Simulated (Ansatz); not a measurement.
A single point on C3H6BN (`CNC1=CB1`).

```yaml
crystal:
  periodic: [false, false, false]
  atoms:
    - {symbol: C, position_ang: [-0.963990, 0.738383, -1.241439]}
    - {symbol: N, position_ang: [0.270549, 0.155157, -0.779696]}
    - {symbol: C, position_ang: [0.445250, -0.308405, 0.451635]}
    - {symbol: C, position_ang: [1.380270, -0.884709, 1.261861]}
    - {symbol: B, position_ang: [0.074160, -0.651533, 1.845787]}
    - {symbol: H, position_ang: [-1.345772, 0.218305, -2.124994]}
    - {symbol: H, position_ang: [-1.700624, 0.649244, -0.444226]}
    - {symbol: H, position_ang: [-0.845839, 1.798849, -1.486050]}
    - {symbol: H, position_ang: [1.045850, 0.129250, -1.422043]}
    - {symbol: H, position_ang: [2.410499, -1.208769, 1.223172]}
    - {symbol: H, position_ang: [-0.704955, -0.692571, 2.736492]}
basis:
  gaussian: {orbitals: def2-TZVPP}
hamiltonian: {xc: pbe}
correlation: {method: rpa}
```

```sh
$ ansatz run in.yaml --threads 2 --pin off --events-out ev --progress --plain --max-ram 4352MiB
```

Output, abridged:

```
Functional definition: PBE
1413 factors; integrals over basis functions are off by at most 1.0e-3 eV
mean field evaluation 1: about -5353.8792 eV, gradient 7.8e1 eV
mean field evaluation 2: about -5353.8700 eV, gradient 7.8e1 eV
mean field evaluation 4: about -5367.2881 eV, gradient 2.0e1 eV
mean field evaluation 8: about -5368.3460 eV, gradient 1.5e-1 eV
mean field evaluation 16: about -5368.3449 eV, gradient 2.8e-4 eV
mean field -5368.34494328 eV, -197.2830378705 hartree, gradient 8.6e-6 eV, S^2 0.000000; 0 other end points of the search recorded, 0 dependent functions left out
5 core orbitals not correlated: weight in the atoms' cores, before any rotation towards them, 1.000 or more for the frozen orbitals, at most 0.000 for the correlated occupied ones
reference -5339.01537335 eV, -196.2051960559 hartree; 13, 13 occupied and 221, 221 virtual orbitals, 1413 factors
Total energy: -5374.03203757 eV, -197.4920347308 hartree
```

Run time 8.5 s (2 threads of an Arm Neoverse V2 on a shared host); peak host memory 0.55 GiB.
